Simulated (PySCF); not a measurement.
HgBr2, SMILES [Br][Hg][Br]. Geometry: PBE0-D3(BJ)/def2-SVP. The isomer is the one that the SMILES or the coordinates give; other isomers of the formula were not compared. The def2 effective core potentials stand for the cores of Hg; spin–orbit coupling is left out.

Computed equilibrium geometry at PBE0-D3(BJ)/def2-SVP (PySCF confirms it by a frequency run) as bond lengths and angles, and its point group:
point group D∞h.
Atoms: Hg1 Br2 Br3. Bond lengths (Å): Hg1–Br2 2.413, Hg1–Br3 2.413. Bond angles (°): Br2–Hg1–Br3 180.0.
Charge 0, spin multiplicity 1.
